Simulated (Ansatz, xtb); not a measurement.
**Relative energy of two isomers of C7H11+**

Structure a is `C/C=C/C=C\[CH+]C`, a singlet and structure b is `C[C+]1C=C[C@H](C)C1`, a singlet. Both are isolated ions in the gas phase, relaxed with B3LYP/def2-SVP; the shapes shown needn't be the lowest conformers.

a (Å):

```yaml
atoms:
  - { symbol: C, position_ang: [-2.9791, -1.4181, -1.0350] }
  - { symbol: C, position_ang: [-2.4527, -0.0579, -1.2384] }
  - { symbol: C, position_ang: [-1.1393, 0.3260, -1.0944] }
  - { symbol: C, position_ang: [-0.7655, 1.6653, -1.3193] }
  - { symbol: C, position_ang: [0.5185, 2.2515, -1.2233] }
  - { symbol: C, position_ang: [1.6641, 1.5738, -0.8768] }
  - { symbol: C, position_ang: [3.0041, 2.1760, -0.7739] }
  - { symbol: H, position_ang: [-2.2119, -2.1485, -0.7463] }
  - { symbol: H, position_ang: [-3.7778, -1.3941, -0.2689] }
  - { symbol: H, position_ang: [-3.4900, -1.7582, -1.9561] }
  - { symbol: H, position_ang: [-3.1794, 0.7122, -1.5305] }
  - { symbol: H, position_ang: [-0.3955, -0.4217, -0.8044] }
  - { symbol: H, position_ang: [-1.5758, 2.3464, -1.6071] }
  - { symbol: H, position_ang: [0.5912, 3.3208, -1.4425] }
  - { symbol: H, position_ang: [1.5987, 0.5012, -0.6552] }
  - { symbol: H, position_ang: [3.0214, 3.2491, -1.0052] }
  - { symbol: H, position_ang: [3.7040, 1.6380, -1.4420] }
  - { symbol: H, position_ang: [3.4087, 2.0063, 0.2427] }
```

b (Å):

| atom | x (Å) | y (Å) | z (Å) |
| --- | --- | --- | --- |
| C | -0.9658 | -1.3348 | -2.6273 |
| C | -0.5967 | -0.7171 | -1.3430 |
| C | -0.5477 | -1.3724 | -0.0970 |
| C | -0.0822 | -0.4851 | 0.8534 |
| C | 0.2264 | 0.8529 | 0.2919 |
| C | -0.4051 | 2.0315 | 1.0634 |
| C | -0.1801 | 0.7019 | -1.1871 |
| H | -1.5549 | -2.2538 | -2.5031 |
| H | -1.4768 | -0.6255 | -3.2965 |
| H | -0.0239 | -1.6151 | -3.1442 |
| H | -0.8258 | -2.4130 | 0.0775 |
| H | 0.0552 | -0.7309 | 1.9120 |
| H | 1.3292 | 0.9691 | 0.3655 |
| H | -0.0632 | 2.0439 | 2.1085 |
| H | -0.1062 | 2.9820 | 0.5987 |
| H | -1.5039 | 1.9696 | 1.0560 |
| H | 0.6102 | 0.9672 | -1.9136 |
| H | -1.0334 | 1.3565 | -1.4530 |

Quicker runs give these differences E(b) − E(a): GFN2-xTB −24.5 kcal/mol; HF/STO-3G −41.6 kcal/mol (at GFN2-xTB geometries); r2SCAN-D4/def2-SVP −14.2 kcal/mol (at GFN2-xTB geometries).

Estimate E(b) − E(a) at the level CCSD(T)/def2-SVP + ΔMP2/def2-TZVPP.

Calculated at CCSD(T)/def2-SVP + ΔMP2/def2-TZVPP: E(b) − E(a) = −16.2 kcal/mol, so structure b lies lower.

How the difference moves with the method:

```csv
level,geometry,E(b) − E(a) (kcal/mol),departure from the last row (kcal/mol),"job, with rough time for the two"
GFN2-xTB,GFN2-xTB,−24.5,−8.3,"optimisation, 0.25 s"
HF/STO-3G,GFN2-xTB,−41.6,−25.4,"single point, 0.3 s"
r2SCAN-D4/def2-SVP,GFN2-xTB,−14.2,+2.0,"single point, 3.1 s"
B3LYP/def2-SVP,B3LYP/def2-SVP,−9.3,+6.9,"optimisation, 53 s"
HF/def2-SVP,B3LYP/def2-SVP,−13.1,+3.1,part of the CCSD(T) run
MP2/def2-SVP,B3LYP/def2-SVP,−17.9,−1.7,part of the CCSD(T) run
CCSD(T)/def2-SVP,B3LYP/def2-SVP,−16.3,−0.1,single point
CCSD(T)/def2-SVP + ΔMP2/def2-TZVPP,B3LYP/def2-SVP,−16.2,,"single point, 71 s"
```

As drawn, b has 2 C–C in place of 1 C=C. Structure a has no ring, b a 5-membered ring.

None of the levels shown reverses the order. The largest departure from CCSD(T)/def2-SVP + ΔMP2/def2-TZVPP is that of HF/STO-3G, 25.4 kcal/mol. The last row adds to CCSD(T) the change of the MP2 difference between the two basis sets, here +0.1 kcal/mol.

With thermal terms from frequencies at re-optimised GFN2-xTB minima (ideal gas, soft modes damped towards free rotors, one conformer each, 298.15 K, 1 atm): on the last row, ΔE + ΔZPE = −14.4, ΔH = −15.3, ΔG = −13.3 kcal/mol.

The correlated steps freeze 7 core orbitals. Mirror images aren't counted in ΔG. Codes used: Ansatz 0.2.0, xtb 6.7.1; the last row on 4 threads of Arm Neoverse V2 on a shared host.
